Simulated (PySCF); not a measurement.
Start geometry of `CS(=O)(=O)/C=C\C1CCC1` from GFN2-xTB (Å):
```
atom  x, y, z in Å
C1     3.7453   -0.2968   -0.2205
S2     1.9642   -0.4478   -0.5524
O3     1.7464   -0.2617   -1.9634
O4     1.5022   -1.6795    0.0304
C5     1.2659    0.9377    0.3496
C6    -0.0410    1.1285    0.3886
C7    -1.0118    0.2144   -0.2558
C8    -2.4275    0.7461   -0.5421
C9    -3.0243   -0.4940    0.1385
C10   -1.6359   -0.8423    0.6915
H11    3.8929   -0.3721    0.8491
H12    4.0888    0.6529   -0.6097
H13    4.2418   -1.1145   -0.7283
H14    1.9887    1.5660    0.8385
H15   -0.4550    1.9579    0.9532
H16   -0.5529   -0.2573   -1.1235
H17   -2.6728    0.8830   -1.5923
H18   -2.6446    1.6680   -0.0047
H19   -3.7982   -0.3041    0.8795
H20   -3.3897   -1.2302   -0.5734
H21   -1.5150   -0.5787    1.7406
H22   -1.2780   -1.8561    0.5389
```

Q: What comes out of this run: PBE0-D3(BJ)/def2-SVP geometry optimisation, gas phase (PySCF 2.14.0)?

A: 
```
atom  x, y, z in Å
C1     3.9631   -0.3551   -0.0376
S2     2.2232   -0.5400   -0.3777
O3     2.0467   -0.4150   -1.8248
O4     1.7627   -1.7520    0.2997
C5     1.5044    0.8734    0.4257
C6     0.1812    1.0610    0.4114
C7    -0.8140    0.1513   -0.2131
C8    -2.2110    0.6785   -0.5981
C9    -2.8046   -0.6572   -0.1131
C10   -1.5206   -0.8804    0.7058
H11    4.1331   -0.3884    1.0458
H12    4.3264    0.5781   -0.4860
H13    4.4337   -1.2194   -0.5244
H14    2.2010    1.5436    0.9362
H15   -0.2102    1.9346    0.9486
H16   -0.3581   -0.3766   -1.0640
H17   -2.3712    0.9802   -1.6439
H18   -2.5110    1.5127    0.0574
H19   -3.7629   -0.6296    0.4258
H20   -2.8880   -1.3835   -0.9357
H21   -1.6211   -0.4938    1.7324
H22   -1.0633   -1.8784    0.7463
```

The energy falls by 0.159 eV over 12 energy and gradient evaluations, the largest force component goes from 0.0296 to 2.3e-04 Eh/bohr, and the atoms move by 0.169 Å rms after alignment. The bond that changes most is C1–S2 (S-methyl carbon to sulfonyl sulfur), which shortens by 0.036 Å. Bonds longer at the end by more than 0.005 Å: 15 of 22; shorter: 2. Among the angles that change most is S2–C1–H13, from 107.5° to 104.6°. Among the dihedrals that turn most is C6–C7–C8–H17, from 111° to 97°. Rotational constants go from 2754, 651.4, 628.2 to 2699, 642.6, 619.4 MHz. The orientation of the end geometry is arbitrary; only internal coordinates are fixed.

The run used 204 basis functions and 84 SCF cycles in all.

Not checked by PBE0-D3(BJ)/def2-SVP frequencies. The numbers are those of one conformer.
